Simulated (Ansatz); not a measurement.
Geometry optimisation, UKS r2SCAN/6-31G (Ansatz).

The input (input.yaml):

```yaml
crystal:
  periodic: [false, false, false]
  atoms:
    - { symbol: C, position_ang: [-1.3803, 0.7924, 0.9263] }
    - { symbol: B, position_ang: [0.0171, 0.9426, 0.2778] }
    - { symbol: C, position_ang: [0.6374, -0.2952, -0.4204] }
    - { symbol: C, position_ang: [0.6603, -1.6402, -0.7915] }
    - { symbol: B, position_ang: [1.8314, -0.9059, -1.1462] }
    - { symbol: H, position_ang: [-1.718, 1.8313, 1.3501] }
    - { symbol: H, position_ang: [-1.4016, 0.0672, 1.7151] }
    - { symbol: H, position_ang: [-2.1208, 0.5733, 0.1214] }
    - { symbol: H, position_ang: [0.6164, 1.9841, 0.3646] }
    - { symbol: H, position_ang: [0.0262, -2.5762, -0.7923] }
    - { symbol: H, position_ang: [2.8975, -0.8305, -1.5843] }
magnetization:
  spin_polarized: true
basis:
  gaussian: { orbitals: "6-31G" }
hamiltonian:
  xc: r2scan
relax:
  f_tol: 0.02
  max_steps: 40
```

Command:

```bash
$ ansatz run input.yaml --threads 1 --pin off --max-ram 2048MiB --backend cpu --events-out ev --progress --plain --runs-dir out
```

Task: Where does it end, and by what steps?

Result: The run converged. The force dipped under the threshold on the way, but the program's further checks kept it going. Limits of this set-up: no polarisation functions. After 25 steps the energy has fallen by 0.942 eV; H9 moved furthest, 1.51 Å.

```tsv
step	energy less start (eV)	largest force component (eV/Å)	accepted
0	0.0000	3.449	yes
1	-0.3383	1.092	yes
2	-0.3910	0.519	yes
3	-0.4007	0.407	yes
4	-0.4411	0.171	yes
5	-0.4866	0.410	yes
6	-0.5398	0.707	yes
7	-0.6542	0.538	yes
8	-0.7714	0.411	yes
9	-0.8433	0.289	yes
10	-0.8907	0.402	yes
11	-0.8924	0.637	yes
12	-0.9149	0.508	yes
13	-0.8879	0.552	no
14	-0.9329	0.143	yes
15	-0.9389	0.080	yes
16	-0.9409	0.037	yes
17	-0.9405	0.216	no
18	-0.9389	0.103	no
19	-0.9416	0.008	yes
20	-0.9420	0.045	yes
21	-0.9420	0.050	no
22	-0.9422	0.020	yes
23	-0.9423	0.018	yes
24	-0.9424	0.022	yes
25	-0.9424	0.012	yes
```

```xyz
11
Properties=species:S:1:pos:R:3
C -1.158 0.777 1.209
B -0.358 0.817 -0.143
C 0.466 -0.324 -0.647
C 0.691 -1.483 -1.366
B 1.848 -0.997 -0.633
H -0.809 1.580 1.877
H -1.106 -0.175 1.748
H -2.216 1.009 1.007
H -0.346 1.836 -0.784
H 0.096 -2.117 -2.009
H 2.958 -0.979 -0.238
```

Whether the end is a true minimum wasn't checked by a vibrational analysis.

Run time: 2.9 min on 1 thread of Arm Neoverse V2 (shared host), peak memory 0.18 GiB.
